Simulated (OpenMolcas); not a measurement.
**Xe5+: effect of the basis set**

| Item | Value |
| --- | --- |
| Program | OpenMolcas 26.06 |
| Method | RASSCF |
| Active space | 1 electron in 9 orbitals (RAS2 5p; RAS3 5d 6s, at most 1 electron) |
| State averaging | 2S+1 = 2 odd, 3 roots; 2S+1 = 2 even, 6 roots |
| Spin-orbit coupling | state interaction with AMFI integrals over the reference wave functions, term energies averaged over their components |

A. ANO-RCC-VQZP [8s7p5d3f2g], DKH2, point nucleus; cost of the order of 10 core-seconds
B. ANO-R3 [8s7p5d4f3g2h], X2C, finite nucleus; cost of the order of 40 core-seconds
C. ANO-RCC [10s9p8d5f3g], DKH2, point nucleus; cost roughly 26 core-seconds

Energies in cm⁻¹ above 5s² 5p ²P°_1/2, the measured ground level; measured values from Saloman, J. Phys. Chem. Ref. Data 33, 765 (2004).

```
         Level       A       B       C  Measured
5s² 5p ²P°_1/2     0.0     0.0     0.0       0.0
5s² 5p ²P°_3/2   13897   13803   14087     15599
 5s² 5d ²D_3/2  177014  176988  177133    180250
 5s² 5d ²D_5/2  178799  178791  178890    182308
 5s² 6s ²S_1/2  222979  225572  222719    223478
```

Deviations, from unrounded energies. A percentage is the sum of absolute deviations over the sum of measured energies, with the sign that they share, or ± where signs differ.

```tsv
Against measurement	Levels	A	B	C
mean absolute deviation (cm-1)	4	2200	2700	2200
fine structure of the ground term (%)	1	-10.9	-11.5	-9.7
other configurations (%)	3	-1.2	±1.5	-1.2
```

A, C lie about equally close to measurement and B furthest from it. The largest miss of C in the table is 5s² 5d ²D_5/2, by -3400 cm-1. The ranking rests on the paired levels alone, and a cruder setting can come out closer through cancelling errors.

Among A to C the level of the table that moves most is 5s² 6s ²S_1/2, by 2900 cm-1 (lowest in C, highest in B).

ANO sets are built for valence states and can reach diffuse excited orbitals poorly, and with the s shell closed the s pⁿ⁺¹ terms that mix with these levels are absent. With one active electron the reference holds no correlation, so core polarisation is missing. Measured partners are found by configuration, term and J. A level has none where our copy of the source lacks it or the pairing is in doubt (some pairs that miss far off the trend of their configuration count as doubtful), and it then counts in no deviation. Levels of configurations outside the active space are missing.

° marks odd parity.
